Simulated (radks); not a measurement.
Results of a calculation; reference values are marked as such.
The nuclear charge of neutral molybdenum is varied continuously with 42 electrons held in [Kr] 4d5 5s1. Level of theory: Dirac Kohn-Sham, BLYP, spin-unpolarised, spherical densities, finite nucleus; open shells fill j = l - 1/2 first; Fermi nuclear charge, rms radius 4.4091 fm (a radial shooting solver on a logarithmic mesh with Libxc functionals). By the Hellmann-Feynman theorem dE/dZ = E(electron-nucleus)/Z, the electronic potential at the nucleus (averaged over a nucleus of fixed radius).

| Z | E (hartree) | E(electron-nucleus)/Z (hartree) | HOMO | e(HOMO) (eV) | <r> HOMO (bohr) |
|---|---|---|---|---|---|
| 41.8 | -4003.25615 | -231.418 | 4d5/2 | -1.899 | 2.138 |
| 41.9 | -4026.43636 | -232.186 | 4d5/2 | -2.671 | 2.082 |
| 42 | -4049.69339 | -232.954 | 4d5/2 | -3.490 | 2.032 |
| 42.1 | -4073.02716 | -233.721 | 4d5/2 | -4.351 | 1.985 |
| 42.2 | -4096.43762 | -234.488 | 4d5/2 | -5.253 | 1.943 |
| 42.3 | -4119.92472 | -235.254 | 5s1/2 | -6.012 | 3.405 |
| 42.4 | -4143.48841 | -236.020 | 5s1/2 | -6.719 | 3.345 |
| 42.5 | -4167.12865 | -236.785 | 5s1/2 | -7.448 | 3.289 |
| 42.6 | -4190.84542 | -237.550 | 5s1/2 | -8.199 | 3.235 |
| 42.7 | -4214.63868 | -238.315 | 5s1/2 | -8.972 | 3.183 |
| 42.8 | -4238.50841 | -239.080 | 5s1/2 | -9.764 | 3.134 |
| 42.9 | -4262.45459 | -239.844 | 5s1/2 | -10.577 | 3.087 |
| 43 | -4286.47721 | -240.608 | 5s1/2 | -11.409 | 3.042 |

The central difference of E at Z = 42 is -232.954 hartree, to compare with the third column; the second derivative is -7.67 hartree.
